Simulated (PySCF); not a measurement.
formaldehyde (CH$_{2}$O), singlet, at a GFN2-xTB geometry, with bond 4-2 at 1.6 times its length; R2SCAN/def2-SVP (PySCF).

Input for PySCF:
```python
from pyscf import gto, scf, dft

mol = gto.M(
    atom='''
O    -0.032196    0.016113    0.669787
C     0.025023   -0.012524   -0.520575
H     0.029493    0.899659   -1.140880
H     0.109679   -1.517962   -1.438011
''',
    basis='def2-svp',
    charge=0,
    spin=0,
    verbose=4,
)

mf = dft.RKS(mol)
mf.xc = 'r2scan'
mf.init_guess = 'huckel'
mf.kernel()
```

Problem. Write the output that PySCF gives for this input, abridged.

Solution. 
```
PySCF version 2.14.0

[INPUT] verbose = 4
[INPUT] num. atoms = 4
[INPUT] num. electrons = 16
[INPUT] charge = 0
[INPUT] spin (= nelec alpha-beta = 2S) = 0
[INPUT] symmetry False subgroup None
[INPUT] Mole.unit = angstrom
[INPUT] Symbol           X                Y                Z      unit          X                Y                Z       unit  Magmom
[INPUT]  1 O     -0.032196000000   0.016113000000   0.669787000000 AA   -0.060841622306   0.030449157045   1.265713991794 Bohr   0.0
[INPUT]  2 C      0.025023000000  -0.012524000000  -0.520575000000 AA    0.047286616815  -0.023666929984  -0.983744177295 Bohr   0.0
[INPUT]  3 H      0.029493000000   0.899659000000  -1.140880000000 AA    0.055733692592   1.700109115500  -2.155950740994 Bohr   0.0
[INPUT]  4 H      0.109679000000  -1.517962000000  -1.438011000000 AA    0.207263271616  -2.868532447497  -2.717446954112 Bohr   0.0

nuclear repulsion = 29.9237443702641
number of shells = 18
number of NR pGTOs = 62
number of NR cGTOs = 38
basis = def2-svp
ecp = {}

******** <class 'pyscf.dft.rks.RKS'> ********
method = RKS
initial guess = huckel
damping factor = 0
level_shift factor = 0
DIIS = <class 'pyscf.scf.diis.CDIIS'>
diis_start_cycle = 1
diis_space = 8
diis_damp = 0
SCF conv_tol = 1e-09
SCF conv_tol_grad = None
SCF max_cycles = 50
direct_scf = True
direct_scf_tol = 1e-13
XC library pyscf.dft.libxc version 7.1.2
    S. Lehtola, C. Steigemann, M. J. T. Oliveira, and M. A. L. Marques,  SoftwareX 7, 1–5 (2018)
XC functionals = r2scan
    J. W. Furness, A. D. Kaplan, J. Ning, J. P. Perdew, and J. Sun,  J. Phys. Chem. Lett. 11, 8208–8215 (2020)
    J. W. Furness, A. D. Kaplan, J. Ning, J. P. Perdew, and J. Sun,  J. Phys. Chem. Lett. 11, 9248–9248 (2020)
    J. W. Furness, A. D. Kaplan, J. Ning, J. P. Perdew, and J. Sun,  J. Phys. Chem. Lett. 11, 8208–8215 (2020)
    J. W. Furness, A. D. Kaplan, J. Ning, J. P. Perdew, and J. Sun,  J. Phys. Chem. Lett. 11, 9248–9248 (2020)
radial grids:
    Treutler-Ahlrichs [JCP 102, 346 (1995); DOI:10.1063/1.469408] (M4) radial grids

becke partition: Becke, JCP 88, 2547 (1988); DOI:10.1063/1.454033
pruning grids: <function nwchem_prune>
grids dens level: 3
symmetrized grids: False
atomic radii adjust function: <function treutler_atomic_radii_adjust>
small_rho_cutoff = 0
Set gradient conv threshold to 3.16228e-05
Initial guess from on-the-fly Huckel, doi:10.1021/acs.jctc.8b01089.
Spherically averaged atomic HF for {'H', 'C', 'O'}

******** <class 'pyscf.scf.atom_hf.AtomSphAverageRHF'> ********
method = AtomSphAverageRHF
initial guess = minao
damping factor = 0
level_shift factor = 0
DIIS = <class 'pyscf.scf.diis.CDIIS'>
diis_start_cycle = 1
diis_space = 8
diis_damp = 0
SCF conv_tol = 1e-09
SCF conv_tol_grad = None
SCF max_cycles = 50
direct_scf = True
direct_scf_tol = 1e-13
atom = O
Set gradient conv threshold to 3.16228e-05
Initial guess from minao.
init E= -74.1788039093236
cycle= 1 E= -74.1948875786556  delta_E= -0.0161  |g|=    0  |ddm|= 0.106
cycle= 2 E= -74.1952027336708  delta_E= -0.000315  |g|=    0  |ddm|= 0.0459
cycle= 3 E= -74.1952618091125  delta_E= -5.91e-05  |g|=    0  |ddm|= 0.0112
cycle= 4 E= -74.1952623833981  delta_E= -5.74e-07  |g|=    0  |ddm|= 0.00215
cycle= 5 E= -74.1952623834021  delta_E= -3.99e-12  |g|=    0  |ddm|= 2.69e-06
Extra cycle  E= -74.1952623834021  delta_E=    0  |g|=    0  |ddm|= 5.97e-08
Atomic HF for atom  O  converged. SCF energy = -74.1952623834021

******** <class 'pyscf.scf.atom_hf.AtomSphAverageRHF'> ********
method = AtomSphAverageRHF
initial guess = minao
damping factor = 0
level_shift factor = 0
DIIS = <class 'pyscf.scf.diis.CDIIS'>
diis_start_cycle = 1
diis_space = 8
diis_damp = 0
SCF conv_tol = 1e-09
SCF conv_tol_grad = None
SCF max_cycles = 50
direct_scf = True
direct_scf_tol = 1e-13
atom = C
Set gradient conv threshold to 3.16228e-05
Initial guess from minao.
init E= -37.2333149440104
cycle= 1 E= -37.2800860473189  delta_E= -0.0468  |g|=    0  |ddm|= 0.442
cycle= 2 E= -37.2840519877499  delta_E= -0.00397  |g|=    0  |ddm|= 0.177
cycle= 3 E= -37.2844600537634  delta_E= -0.000408  |g|=    0  |ddm|= 0.0341
cycle= 4 E= -37.2844632102069  delta_E= -3.16e-06  |g|=    0  |ddm|= 0.00702
cycle= 5 E= -37.2844632104837  delta_E= -2.77e-10  |g|=    0  |ddm|= 4.49e-05
Extra cycle  E= -37.284463210485  delta_E= -1.39e-12  |g|=    0  |ddm|= 4.1e-06
Atomic HF for atom  C  converged. SCF energy = -37.284463210485

******** 1 electron system ********
Atomic HF for atom  H  converged. SCF energy = -0.499278405714347

  HOMO = -0.368560139204995  LUMO = -0.0579937208197973  gap/eV = 8.45094
tot grids = 47816
init E= -112.932662996084
  HOMO = -0.288779313722714  LUMO = -0.21307052512877  gap/eV = 2.06014
cycle= 1 E= -110.712960249465  delta_E= 2.22  |g|= 3.76  |ddm|=  4.6
  HOMO = 0.164298054773048  LUMO = 0.237397047052849  gap/eV = 1.98912
cycle= 2 E= -109.582497145378  delta_E= 1.13  |g|= 3.93  |ddm|= 6.45
  HOMO = -0.197162659995108  LUMO = -0.00224581647517927  gap/eV = 5.30396
cycle= 3 E= -114.16098957459  delta_E= -4.58  |g|= 0.651  |ddm|=  4.9
  HOMO = -0.305412199793452  LUMO = -0.201163580869514  gap/eV = 2.83675
cycle= 4 E= -114.104615073259  delta_E= 0.0564  |g|= 0.659  |ddm|= 1.36
  HOMO = -0.240356469134714  LUMO = -0.0760479469233863  gap/eV = 4.47106
cycle= 5 E= -114.260556582168  delta_E= -0.156  |g|= 0.191  |ddm|= 1.06
  HOMO = -0.236959754168641  LUMO = -0.086041876002152  gap/eV = 4.10668
cycle= 6 E= -114.274169852901  delta_E= -0.0136  |g|= 0.0164  |ddm|= 0.281
  HOMO = -0.240099581214504  LUMO = -0.0870131278623578  gap/eV = 4.16569
cycle= 7 E= -114.274262416564  delta_E= -9.26e-05  |g|= 0.0081  |ddm|= 0.0484
  HOMO = -0.239884199416733  LUMO = -0.0875144983436407  gap/eV = 4.14619
cycle= 8 E= -114.274294674755  delta_E= -3.23e-05  |g|= 0.000716  |ddm|= 0.0136
  HOMO = -0.24002784292248  LUMO = -0.0876572645354381  gap/eV = 4.14621
cycle= 9 E= -114.274294781507  delta_E= -1.07e-07  |g|= 0.00025  |ddm|= 0.000688
  HOMO = -0.240037232109011  LUMO = -0.0876955002134219  gap/eV = 4.14543
cycle= 10 E= -114.274294808856  delta_E= -2.73e-08  |g|= 3.01e-05  |ddm|= 0.000369
  HOMO = -0.240037847503884  LUMO = -0.0876939503093808  gap/eV = 4.14549
cycle= 11 E= -114.274294809233  delta_E= -3.78e-10  |g|= 3.08e-06  |ddm|= 4.94e-05
  HOMO = -0.240037617595616  LUMO = -0.0876943239403474  gap/eV = 4.14547
Extra cycle  E= -114.274294809229  delta_E= 4.75e-12  |g|= 4.67e-06  |ddm|= 9.19e-06
converged SCF energy = -114.274294809229
```
